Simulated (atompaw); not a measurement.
# Building the PAW (atompaw) potential for S (Z = 16) (PBE, non-relativistic).

```
Element                 : S
Generator               : atompaw 4.2.0.5
Type                    : PAW
Functional              : PBE
Relativity              : non-relativistic
Frozen core             : [Ne]
Valence charge          : 6
Reference configuration : 3s2 3p2 (charge +2)
Partial waves           : 3s (bound): rc 1.25 bohr; 3s channel at -2.4 Ry: rc 1.25 bohr; 3p (bound): rc 1.25 bohr; 3p channel at -0.8 Ry: rc 1.25 bohr
Local potential         : bessel scheme, radius 1.00 bohr
Core correction         : smooth core density matched at 1.20 bohr
Augmentation charge     : besselshape compensation charge, radius 0.90 bohr; PAW radius 1.25 bohr; waves and projectors: custom rrkj gramschmidtortho
```

All-electron outer shells of the reference configuration (PBE, non-relativistic, ld1.x):

```json
{"shell": "3s", "level (eV)": "-39.26", "outermost node (bohr)": "0.60", "outermost maximum (bohr)": "1.37"}
{"shell": "3p", "level (eV)": "-27.99", "outermost node (bohr)": "0.58", "outermost maximum (bohr)": "1.50"}
```

Question: Does the generator finish with these settings?

Answer: Yes, a potential is produced.

Question: Estimate the cutoffs (Ry, on a coarse ladder) from which the occupation-weighted sum of valence levels, in a spherical-Bessel basis at the reference potential, stays within 10 and 1 mRy of its value at 400 Ry.

Answer: 25 Ry and 50 Ry.

Question: Does the potential have ghost states?

Answer: No extra level below or beside the all-electron valence levels (s, p, d, f tested).

Question: Is the overlap operator S = 1 + Σ q|β⟩⟨β| positive definite (Bessel basis up to 400 Ry)?

Answer: Yes: its lowest eigenvalue is 0.54 (s channel).
